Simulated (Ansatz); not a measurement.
C2H5NTe, SMILES `C=NC[TeH]`. Total charge 0; spin multiplicity 1. Te: def2 effective core potential. All single points use the PBE0-D4/def2-TZVP geometry. It is one conformer, not always the lowest.

```xyz
9

C     0.356    1.156    0.905
N    -0.718    0.787    0.371
C    -0.791   -0.254   -0.593
Te    1.011   -1.271   -1.318
H     1.327    0.709    0.656
H     0.327    1.959    1.639
H    -1.441   -1.045   -0.218
H    -1.251    0.135   -1.504
H     1.180   -2.177    0.061
```

Task: What is the dipole moment at B3LYP/def2-TZVPP? (An estimate is asked.)

Result: Ansatz gave: 0.63 D, with components (0.29, 0.30, 0.47) D in this frame, pointing from negative to positive charge.

Task: And with PBE, r2SCAN, ωB97M-V? (An estimate is asked.)

Result: The calculation gave: PBE 0.65 D, r2SCAN 0.72 D, ωB97M-V 0.64 D.

Task: Give the Mulliken charges with B3LYP, PBE, r2SCAN in def2-TZVPP. (Estimate.)

Result: Ansatz gave: 
```json
{"atom": "C1", "B3LYP": "-0.08", "PBE": "-0.07", "r2SCAN": "0.01"}
{"atom": "N2", "B3LYP": "-0.18", "PBE": "-0.14", "r2SCAN": "-0.24"}
{"atom": "C3", "B3LYP": "-0.18", "PBE": "-0.19", "r2SCAN": "-0.06"}
{"atom": "Te4", "B3LYP": "0.01", "PBE": "-0.04", "r2SCAN": "-0.06"}
{"atom": "H5", "B3LYP": "0.08", "PBE": "0.07", "r2SCAN": "0.07"}
{"atom": "H6", "B3LYP": "0.12", "PBE": "0.11", "r2SCAN": "0.08"}
{"atom": "H7", "B3LYP": "0.14", "PBE": "0.14", "r2SCAN": "0.11"}
{"atom": "H8", "B3LYP": "0.13", "PBE": "0.14", "r2SCAN": "0.10"}
{"atom": "H9", "B3LYP": "-0.03", "PBE": "-0.02", "r2SCAN": "-0.02"}
```

B3LYP here is the variant with VWN-RPA as its local correlation; programs differ in this.
